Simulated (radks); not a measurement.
Task: Numerical settings for neutral sulfur, [Ne] 3s2 3p4. All-electron calculation, scalar-relativistic Kohn-Sham, LDA (Slater exchange, Perdew-Wang correlation), spin-polarised, spherical densities, point nucleus; open shells are filled with parallel spins first. Program: a radial shooting solver on a logarithmic mesh with Libxc functionals. The defaults (mesh step 0.008 in ln r, mesh end at 40 bohr or more with all orbitals vanishing there, Anderson mixing 0.5 over 9 steps, residual threshold near 1e-9 with the energy settled to 1e-9 hartree or 1e-11 of itself, here a cap of 71 iterations) give E = -397.8596 hartree and 3p at -6.207 eV in 14 iterations. Run on one thread of a shared host, so times are rough (Arm Neoverse N1): 0.16 s of CPU time, 0.16 s wall, 14 iterations on 2597 mesh points. One setting is changed at a time: mesh step in ln r 0.012; mesh step in ln r 0.005; mesh step in ln r 0.12; mesh end (bohr) 12; mesh end (bohr) 400; residual threshold 0.001; residual threshold 0.01; mixing 0.2; linear mixing, mixing 0.5; linear mixing, mixing 0.05; mixing history 2; iteration cap 2. Which runs fail to converge, and which converge to a wrong energy?

Result: Not converged within the cap: mesh step in ln r 0.12; linear mixing, mixing 0.05; iteration cap 2. No run marked as converged misses the energy by more than 1 mhartree.
